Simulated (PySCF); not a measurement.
FIn (SMILES [F][In]), singlet, geometry from GFN2-xTB (such geometries of metal compounds can be far from the true shape) (core potentials on In). Base run: TPSS/def2-SVP run with PySCF.

PySCF was given this input:
```python
from pyscf import gto, scf, dft

mol = gto.Mole()
mol.atom = '''
    In   -0.000000   -0.000000   -0.314215
    F     0.000000    0.000000    1.710724
'''
mol.basis = 'def2-svp'
mol.ecp = {'In': 'def2-svp'}
mol.charge = 0
mol.spin = 0
mol.verbose = 5
mol.build()

mf = dft.RKS(mol)
mf.xc = 'tpss'
mf.kernel()
mf.analyze()
```

Each row names what was changed in the base input (with any setting that the change needs).

| change | E (Eh) | HOMO (eV) | HOMO-LUMO gap (eV) | dipole (D) | core-seconds (rough) |
|---|---|---|---|---|---|
| base | -289.87575 | -6.30 | 4.29 | 2.73 | 1 |
| functional = wb97m_v | -289.86881 | -9.49 | 9.61 | 2.96 | 30 |
| functional = bp86 | [?] | [?] | [?] | [?] | 0.9 |
| functional = pw91,pw91 | -290.00646 | -6.34 | 4.15 | 2.73 | 0.9 |
| functional = b97-1 | [?] | [?] | 5.62 | 3.00 | 1 |
| functional = pw6b95 | -290.16355 | -7.50 | 6.04 | 3.09 | 1 |
| functional = wb97x | -289.96131 | -9.58 | 9.82 | 3.00 | 1 |
| functional = pbe; dispersion = d3zero | -289.85991 | -6.27 | 4.16 | 2.70 | 0.9 |
| functional = b3lyp; dispersion = d4 | -290.02022 | -7.25 | 5.52 | 2.99 | 0.9 |
| functional = hf | -288.61907 | -9.53 | 10.30 | 3.33 | 0.3 |
| functional = x3lyp | [?] | [?] | 5.62 | 3.00 | 1.0 |
| functional = m06 | [?] | [?] | [?] | [?] | 1 |
| functional = bhandhlyp | -289.83293 | -8.37 | 7.48 | 3.27 | 1 |

### Question
Complete the blanks.

### Answer

- functional = bp86, E (Eh): -290.06602
- functional = bp86, HOMO (eV): -6.42
- functional = bp86, HOMO-LUMO gap (eV): 4.20
- functional = bp86, dipole (D): 2.71
- functional = b97-1, E (Eh): -289.90953
- functional = b97-1, HOMO (eV): -7.14
- functional = x3lyp, E (Eh): -289.92983
- functional = x3lyp, HOMO (eV): -7.28
- functional = m06, E (Eh): -289.99005
- functional = m06, HOMO (eV): -7.52
- functional = m06, HOMO-LUMO gap (eV): 5.77
- functional = m06, dipole (D): 3.36

Total energies compare only within one method and basis.
